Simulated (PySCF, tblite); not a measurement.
Isomers of C5H9NOSi2. Computed with GFN2-xTB (tblite): harmonic, unscaled wavenumbers at the GFN2-xTB geometry, gas phase. This tight-binding method is rough: wavenumbers can miss measured ones by several per cent, in bad cases by 10 to 20. Modes of hydrogen on silicon can be 10 to 20 % off. One conformer each.

Electronic energies: PBE0/pcSseg-1 single points on the GFN2-xTB geometries (PySCF, gas phase).

```tsv
SMILES	electronic energy, lowest = 0 (kcal/mol)
O=CC1=C[Si@H](N[SiH3])C=C1	5.7
N#CC1=C(CCO)[SiH2][SiH2]1	39.4
[SiH3]N1[SiH2]Cc2ccoc21	0.0
```

Task: How do GFN2-xTB zero-point energies change the relative energies?

Result: 
```
                    SMILES  ZPE (kcal/mol)  of it from modes above 1550 cm⁻¹  electronic (kcal/mol)  with ZPE, lowest = 0 (kcal/mol)  lowest mode (cm⁻¹)  rings
   [SiH3]N1[SiH2]Cc2ccoc21            76.5                              36.0                    0.0                              0.0                  72      2
O=CC1=C[Si@H](N[SiH3])C=C1            75.4                              42.1                    5.7                              4.6                  22      1
 N#CC1=C(CCO)[SiH2][SiH2]1            76.5                              40.1                   39.4                             39.4                  59      1
```

The zero-point energies span 1.1 kcal/mol, from `O=CC1=C[Si@H](N[SiH3])C=C1` to `[SiH3]N1[SiH2]Cc2ccoc21`. The order is unchanged.

Task: And how do the electronic energies of GFN2-xTB itself compare?

Result: `[SiH3]N1[SiH2]Cc2ccoc21` 0.0; `O=CC1=C[Si@H](N[SiH3])C=C1` 59.2; `N#CC1=C(CCO)[SiH2][SiH2]1` 97.3 kcal/mol, lowest = 0. Against the energies above, taken from the same isomer `[SiH3]N1[SiH2]Cc2ccoc21`, the largest difference is 57.9 kcal/mol.
